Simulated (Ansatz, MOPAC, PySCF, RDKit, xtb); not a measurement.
Pair of molecules: C2H2 (SMILES C#C) (first 4 atoms) with CH3I (SMILES CI); geometry from B3LYP-D3(BJ)/def2-TZVP, rigid monomers moved along the line of their centres of mass till C1···H8 is 2.55 Å.
(charge 0, multiplicity 1):
```
atom    x (Å)    y (Å)    z (Å)
----  -------  -------  -------
C     -0.3668  -0.0942   0.7666
C     -0.2625  -1.0548   0.0594
H     -0.4479   0.7505   1.4092
H     -0.1760  -1.9023  -0.5758
C      1.4936  -0.9375   3.5352
I      0.7815   1.0293   4.0652
H      1.1325  -1.6230   4.2929
H      1.0889  -1.1704   2.5567
H      2.5763  -0.8925   3.5218
```

```csv
level,interaction energy (kcal/mol),cost
MMFF94,3.27,-
UFF,1.22,-
GFN-FF,-0.50,-
AM1,0.14,-
PM3,0.81,-
PM6,-0.93,-
PM7,-0.45,-
GFN1-xTB,-1.14,-
GFN2-xTB,-1.53,-
HF/STO-3G (no counterpoise),0.50,-
HF/3-21G (no counterpoise),0.22,-
HF/def2-SVPD,1.78,-
HF/def2-TZVPPD,1.63,-
PBE/def2-TZVPPD,-0.72,×1
PBE-D3(BJ)/def2-TZVPPD,-2.18,×1
PBE-D4/def2-TZVPPD,-2.14,×1
r2SCAN/def2-TZVPPD,-1.08,×2
r2SCAN-D3(BJ)/def2-TZVPPD,-1.64,×2
r2SCAN-D4/def2-TZVPPD,-1.54,×2
B3LYP/3-21G (no counterpoise),-1.33,-
B3LYP/def2-TZVPPD,0.46,×1
B3LYP-D3(BJ)/def2-TZVPPD,-2.03,×1
B3LYP-D4/def2-TZVPPD,-1.74,×1
PBE0/def2-TZVPPD,-0.72,×1
PBE0-D3(BJ)/def2-TZVPPD,-2.14,×1
PBE0-D4/def2-TZVPPD,-2.02,×1
wB97X-V/def2-TZVPPD,-1.55,×3
wB97M-V/def2-TZVPPD,-1.67,×3
MP2/def2-SVPD,-0.72,-
MP2/def2-TZVPPD,-1.47,×2
"MP2/CBS(def2-SVPD, def2-TZVPPD)",-1.72,-
SCS-MP2/def2-SVPD,0.05,-
SCS-MP2/def2-TZVPPD,-0.61,-
CCSD/def2-SVPD,0.06,-
CCSD(T)/def2-SVPD,-0.31,×4
"MP2/CBS(def2-SVPD, def2-TZVPPD) + ΔCCSD(T)/def2-SVPD",-1.31,×7
```

The rows run from -2.18 (PBE-D3(BJ)/def2-TZVPPD) to 3.27 kcal/mol (MMFF94). In def2-SVPD the value moves HF 1.78, MP2 -0.72, CCSD 0.06, CCSD(T) -0.31, a shift of -2.09 from HF to CCSD(T). From def2-SVPD to def2-TZVPPD MP2 changes by -0.75. The dispersion term adds -1.46 in PBE-D3(BJ), -1.41 in PBE-D4, -0.56 in r2SCAN-D3(BJ). The 6 functionals in def2-TZVPPD without D3 or D4 span 2.13, from wB97M-V to B3LYP.

Monomers are frozen at their geometry in the pair; levels with a basis set take the counterpoise correction. Rows marked so take none. RDKit's UFF carries no charges.

Frozen-core correlation. Filled d and f shells under p-block atoms count as core. CBS: X⁻³ extrapolation of the correlation energy, Hartree–Fock from the larger set. Rows in 3-21G, STO-3G carry no dispersion term and start afresh at each structure; the Pople sets are all-electron and without relativity. The state that AM1, PM3, PM6, PM7 reach isn't checked; PM7 holds dispersion and hydrogen-bond terms.

Codes used: Ansatz (an electronic-structure program) with Gaussian orbitals; MOPAC for AM1, PM3, PM6, PM7 (differences of heats of formation); PySCF for 3-21G rows, STO-3G rows, the dispersion terms; RDKit for the force fields; xtb for the GFN methods.  In def2 rows elements past Kr take small-core potentials, without spin–orbit coupling.

Costs are rough ratios of core time to PBE/def2-TZVPPD (about 12 s over the structures, on one shared machine); a dash marks a level with no comparable run of its own.
